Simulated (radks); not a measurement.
Question: All-electron atom: La3+ in [Xe]. All-electron calculation, Dirac Kohn-Sham, PBEsol, spin-unpolarised, spherical densities, finite nucleus; Fermi nuclear charge, rms radius 4.855 fm. Program: a radial shooting solver on a logarithmic mesh with Libxc functionals. Some entries of the table are withheld. Estimate them.

orbital,occ.,eigenvalue (eV),<1/r> (bohr^-1),<r> (bohr)
1s1/2,2,-38721.07,61.99,0.02508
2s1/2,2,-6181.781,14.58,0.1070
2p1/2,2,-5832.425,14.57,0.08993
2p3/2,4,-5419.600,13.25,0.09603
3s1/2,2,(1),5.250,0.2850
3p1/2,2,-1193.055,5.164,0.2748
3p3/2,4,-1112.608,4.835,0.2868
3d3/2,4,-854.0673,(2),0.2578
3d5/2,6,-836.8484,(3),0.2616
4s1/2,2,(4),2.172,0.6543
4p1/2,2,-234.8677,2.069,0.6746
4p3/2,4,-217.6980,1.961,0.7017
4d3/2,4,-128.7076,1.742,0.7619
4d5/2,6,-125.7260,1.716,0.7715
5s1/2,2,-61.6504,0.8634,1.540
5p1/2,2,-46.5965,0.7706,1.707
5p3/2,4,-43.9285,0.7351,1.776

Answer: 
(1) 3s1/2 eigenvalue (eV): -1340.462
(2) 3d3/2 <1/r> (bohr^-1): 4.699
(3) 3d5/2 <1/r> (bohr^-1): 4.615
(4) 4s1/2 eigenvalue (eV): -289.1159
